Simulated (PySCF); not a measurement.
**TlGa from Hartree–Fock to correlated methods**

State: ³Π (triplet), unpaired electrons σ ↑, π ↑. Set-up: PySCF, scalar-relativistic core potentials, basis sets Tl def2-SVP with ECP60, Ga def2-SVP. De refers to Tl + Ga in their high-spin ground configurations, without counterpoise correction. The functionals are run spin-unrestricted. A positive dipole means Tl(−)Ga(+).

| Level | Re (Å) | ωe (cm⁻¹) | De (eV) | μ (D) | CPU s a point (SCF and correlation, without the integrals) |
| --- | --- | --- | --- | --- | --- |
| UHF | 2.966 | 125 | 0.60 | -1.08 | 0.32 |
| UHF-MP2 | 2.886 | 134 | 1.10 | n/a | 0.51 |
| UHF-SCS-MP2 | 2.894 | 135 | 0.94 | n/a | n/a |
| UHF-CCSD | 2.925 | 128 | 1.02 | n/a | n/a |
| UHF-CCSD(T) | 2.924 | 127 | 1.09 | n/a | 10 |
| PBE | 2.963 | 115 | 1.43 | -0.72 | 0.82 |
| r²SCAN | 2.911 | 123 | 1.42 | -0.86 | 0.9 |
| B3LYP | 2.974 | 115 | 1.20 | -0.62 | 0.92 |
| PBE0 | 2.916 | 125 | 1.31 | -0.81 | 1.5 |
| HSE06 | 2.925 | 123 | 1.34 | -0.75 | 1.5 |
| MN15 | 2.895 | 128 | 1.39 | -0.57 | 1.1 |
| BHandHLYP | 2.927 | 125 | 1.06 | -0.68 | 0.68 |

The bond length runs from 2.886 Å (UHF-MP2) to 2.974 Å (B3LYP). De spans 0.60 eV (UHF, mean field) to 1.43 eV (PBE, GGA). Correlation at CCSD(T) changes the Hartree–Fock bond energy by +0.49 eV; the triples alone change it by +0.07 eV.

Correlated steps freeze 13 core orbitals. Correlated levels converge slowly with the basis: in double zeta they bind strong bonds too weakly, by up to about 1 eV, and carry superposition errors of some tenths. Spin–orbit coupling is left out, which matters for elements this heavy, above all for dissociation energies. The state is the lowest determinant that a PBE0 search found; another state may lie lower at other levels.

The whole job (state search and all levels along the bond) took about 4 min on 1 thread of Oxide Virtual Turin-like (shared host), peak memory 0.76 GiB.
